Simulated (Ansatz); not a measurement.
Coupled-cluster run, CH$_{3}$NOSi, SMILES `O[SiH]1C=N1`.

```yaml
crystal:
  periodic: [false, false, false]
  atoms:
    - {symbol: O, position_ang: [-0.957331, 1.089631, -1.004716]}
    - {symbol: Si, position_ang: [-0.011209, 0.551706, 0.208791]}
    - {symbol: C, position_ang: [0.796751, -1.013501, 0.274587]}
    - {symbol: N, position_ang: [-0.287427, -1.011863, 0.978033]}
    - {symbol: H, position_ang: [-1.311645, 0.447071, -1.622313]}
    - {symbol: H, position_ang: [0.358257, 1.724688, 1.007453]}
    - {symbol: H, position_ang: [1.473905, -1.855731, 0.112466]}
basis:
  gaussian: {orbitals: def2-SVP}
correlation: {method: ccsd_t}
```

```sh
$ ansatz run in.yaml --threads 2 --pin off --events-out ev --progress --plain --max-ram 4352MiB
```

Output of Ansatz, abridged:

```
Functional definition: HF
738 factors; integrals over basis functions are off by at most 1.1e-3 eV
mean field evaluation 1: about -12449.0606 eV, gradient 3.8e1 eV
mean field evaluation 2: about -12449.0639 eV, gradient 3.8e1 eV
mean field evaluation 4: about -12452.2374 eV, gradient 3.4e0 eV
mean field evaluation 8: about -12452.2822 eV, gradient 2.0e-1 eV
mean field evaluation 16: about -12452.2716 eV, gradient 1.5e0 eV
mean field -12452.28250823 eV, -457.6129417171 hartree, gradient 2.3e-6 eV, S^2 0.000000; 0 other end points of the search recorded, 0 dependent functions left out
8 core orbitals not correlated: weight in the atoms' cores, before any rotation towards them, 1.000 or more for the frozen orbitals, at most 0.000 for the correlated occupied ones
reference -12452.28250823 eV, -457.6129417171 hartree; 11, 11 occupied and 56, 56 virtual orbitals, 738 factors
second order -15.32392611 eV of doubles, -0.00000000 eV of singles
cycle   1  -15.46581804 eV  change   -1.4e-1 eV  update   9.8e-2
cycle   2  -15.90972984 eV  change   -4.4e-1 eV  update   3.0e-2
cycle   3  -16.02011039 eV  change   -1.1e-1 eV  update   1.6e-2
cycle   4  -16.01424049 eV  change    5.9e-3 eV  update   4.1e-3
cycle   5  -16.01430014 eV  change   -6.0e-5 eV  update   1.9e-3
cycle   6  -16.01470101 eV  change   -4.0e-4 eV  update   5.8e-4
cycle   7  -16.01446214 eV  change    2.4e-4 eV  update   2.8e-4
cycle   8  -16.01439753 eV  change    6.5e-5 eV  update   1.1e-4
cycle   9  -16.01441697 eV  change   -1.9e-5 eV  update   5.5e-5
cycle  10  -16.01439933 eV  change    1.8e-5 eV  update   2.8e-5
cycle  11  -16.01440922 eV  change   -9.9e-6 eV  update   1.6e-5
perturbative correction -0.54196777 eV, -0.0199169481 hartree
Total energy: -12468.83888521 eV, -458.2213773491 hartree
```

It took 1.8 s on 2 threads of an Arm Neoverse V1 on a shared host, with 0.2 GiB of host memory at the peak.

Correlation energy per correlated electron: -0.753 eV. T1 diagnostic: 0.0144.
